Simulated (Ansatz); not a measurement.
Ansatz (a quantum-chemistry and plane-wave program) input (BLYP/6-31G* with LANL2DZ past Ar): The .json file joins the Basis Set Exchange's 6-31G* for atoms up to Ar and LANL2DZ past it.

Ansatz 0.2 input:
```yaml
crystal:
  periodic: [false, false, false]
  atoms:
    - {symbol: Ga, position_ang: [-0.00000000, -0.00000000, -0.38781025]}
    - {symbol: F, position_ang: [0.00000000, 0.00000000, 1.33579087]}
basis:
  gaussian:
    orbitals: 6-31Gs+LANL2DZ.json
hamiltonian:
  xc: {name: BLYP}
total_charge: 1
magnetization: {spin_polarized: true, initial_magnetization: 1}
output: {forces: true}
```

Output:

```
WARN ansatz: RAYON_NUM_THREADS=1 ignored (pool sized by the plan → 1); use --threads N
Functional definition: BLYP
integrals: 0.00 GiB planned
266 factors; their error is unknown
mean field: 0.06 GiB planned
mean field evaluation 1: about -2743.2298 eV, gradient 7.7e1 eV
mean field evaluation 2: about -2479.0366 eV, gradient 1.6e2 eV
mean field evaluation 4: about -2763.1187 eV, gradient 1.2e1 eV
mean field evaluation 8: about -2763.8366 eV, gradient 4.5e-2 eV
mean field -2763.82830707 eV, -101.5688168945 hartree, gradient 5.8e-5 eV, S^2 0.752319; 0 other end points of the search recorded, 0 dependent functions left out
the calculation of the forces begins
reference -2763.82853715 eV, -101.5688253501 hartree; 6, 5 occupied and 17, 18 virtual orbitals, 266 factors
Total energy: -2763.82853715 eV, -101.5688253501 hartree
Atom 0 at    -0.000000    -0.000000    -0.387810 Å, force    -0.000000     0.000000     1.577250 eV/Å
Atom 1 at     0.000000     0.000000     1.335791 Å, force     0.000000    -0.000000    -1.577250 eV/Å
Dipole moment:    -0.000000    -0.000000    -0.705639 e Å
```

The dipole moment of an ion depends on the origin.
